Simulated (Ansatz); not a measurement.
Consider the cleavage of the Si–Sb bond: `[OH][Sb]([OH])[SiH2]S` + H₂S → `S[SiH2]S` + `[OH][SbH][OH]`.

Gas-phase electronic energies from Ansatz, PBE0-D4/def2-TZVP geometries. CCSD(T)/CBS adds triple-zeta CCSD(T) − MP2 to the extrapolated MP2 energy (def2 sets, frozen cores). This one scheme is used for every species. Functionals use def2-TZVPP. Elements past krypton have def2 core potentials. For Sb outer-core shells are correlated without core-valence functions, which leaves a few kJ/mol of doubt a bond. One conformer a species, not always the lowest.

```
                species  CAM-B3LYP-D4 energy (Eh)
`[OH][Sb]([OH])[SiH2]S`               -1081.52155
                    H₂S                -399.41479
             `S[SiH2]S`               -1088.40103
        `[OH][SbH][OH]`                -392.54432
```

Work out ΔE.

ΔE = (-1088.40103) + (-392.54432) − (-1081.52155) − (-399.41479) = -0.00901 Eh = -5.7 kcal/mol. CCSD(T)/CBS gives -5.6 kcal/mol.

Largest T1 diagnostic among the species: 0.015.

From BLYP to BHLYP (50 % exact exchange), in def2-TZVPP and without D4, ΔE moves by −2.2 kcal/mol. In def2-TZVPP, CCSD(T) changes the Hartree–Fock value by +4.3 kcal/mol (the triples alone add +0.8 kcal/mol) and MP2 by +3.8 kcal/mol. At CCSD(T), def2-SVP lies +1.4 kcal/mol from the extrapolated value and def2-TZVPP −0.5 kcal/mol.
